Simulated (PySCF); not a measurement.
Simulation results for BGeH6NSi, BGeH4NO

All values are calculated (PySCF 2.14.0). Calculation on a computer-drawn molecule: the log of a Hartree-Fock and frozen-core CCSD(T) single point meant for a local Hartree-Fock minimum, with one planted fault or none, to be diagnosed. Offsets are logged minus clean, where the clean run is the same molecule without the fault. The reference is restricted for singlets and unrestricted otherwise, and also for a bond in bohr or an excited solution. Adding or removing an electron swaps singlet and doublet. The excited solution moves the top pair (singlet) or top alpha electron (doublet) to the lowest empty orbital. Highest occupied and lowest empty are orbital energies over both spins, largest force is the largest gradient component, triples share is (T) over the correlation energy, the T1 limit is 0.02 restricted and 0.045 unrestricted, electrons count all cores, a negative frequency is imaginary (commonest isotopes), and the dipole is about the centre of nuclear charge; on germanium a core potential holds 10 electrons, which the energies leave out, and 3d is frozen in MP2 and coupled-cluster steps.

Common to all runs: meant charge 0; meant multiplicity 1; meant basis and core potential on germanium cc-pVDZ-PP ECP10MDF; logged SCF converged yes; logged CC converged yes; logged SCF stable within its kind yes; possible faults no fault, one electron removed, one electron added, multiplicity raised by two, geometry at a saddle point, SCF held on an excited solution, minimal basis STO-3G, one bond length entered in bohr, all coordinates scaled.

(1) 
```xyz
10
formula=BGeH6NSi meant_basis=cc-pV(D+d)Z logged_electrons=63 logged_basis_functions=104 logged_spin_squared=0.7703 logged_highest_occupied=-15.849 logged_lowest_empty=-7.0439 logged_largest_force=0.093777 logged_T1_diagnostic=0.031885 logged_D1_diagnostic=0.14266 logged_triples_share=0.034398 logged_dipole_magnitude=7.2649 logged_energy_HF=-664.63369 logged_energy_CCSD(T)=-665.12298 planted_fault=one_electron_removed HF_energy_offset_from_clean_run=182.7 CCSD(T)_energy_offset_from_clean_run=199
Si    -2.5875    -0.1881    -3.5502
N     -1.1912    -0.1898    -2.8579
B      0.0390    -0.1641    -2.2389
Ge     0.7485     1.5960    -1.3359
H     -2.7830     0.1448    -4.9668
H     -3.8340    -0.5202    -2.8488
H      0.7288    -1.1534    -2.2065
H     -0.2519     2.7620    -1.4551
H      1.0335     1.3948     0.1650
H      2.0721     2.0683    -1.9683
```

Units: logged_highest_occupied, logged_lowest_empty in eV; logged_largest_force in hartree/bohr; logged_dipole_magnitude in debye; logged_energy_HF, logged_energy_CCSD(T) in hartree; HF_energy_offset_from_clean_run, CCSD(T)_energy_offset_from_clean_run in kcal/mol.

Drawn bonds:
```csv
atom,other atom,order
1,2,2
2,3,1
3,4,1
1,5,1
1,6,1
3,7,1
4,8,1
4,9,1
4,10,1
```

(2) 
```xyz
8
formula=BGeH4NO meant_basis=cc-pVDZ logged_electrons=56 logged_basis_functions=85 logged_spin_squared=0 logged_highest_occupied=-9.8985 logged_lowest_empty=1.7128 logged_largest_force=1.708e-05 logged_lowest_frequency=75.041 logged_T1_diagnostic=0.018364 logged_D1_diagnostic=0.055843 logged_triples_share=0.028152 logged_dipole_magnitude=2.5924 logged_energy_HF=-449.78459 logged_energy_CCSD(T)=-450.35594 planted_fault=no_fault HF_energy_offset_from_clean_run=0 CCSD(T)_energy_offset_from_clean_run=0
B     -3.4513     1.8270    -0.8873
O     -2.1404     1.9443    -0.6334
Ge    -1.2741     1.5217     0.9247
N      0.3362     2.0073     0.2820
H     -4.2151     1.4037    -0.0469
H     -3.8705     2.1495    -1.9712
H      0.4714     2.3632    -0.6474
H      1.1866     1.9534     0.8092
```

Units: logged_highest_occupied, logged_lowest_empty in eV; logged_largest_force in hartree/bohr; logged_lowest_frequency in cm⁻¹; logged_dipole_magnitude in debye; logged_energy_HF, logged_energy_CCSD(T) in hartree; HF_energy_offset_from_clean_run, CCSD(T)_energy_offset_from_clean_run in kcal/mol.

Drawn bonds:
```csv
atom,other atom,order
1,2,1
2,3,1
3,4,1
1,5,1
1,6,1
4,7,1
4,8,1
```
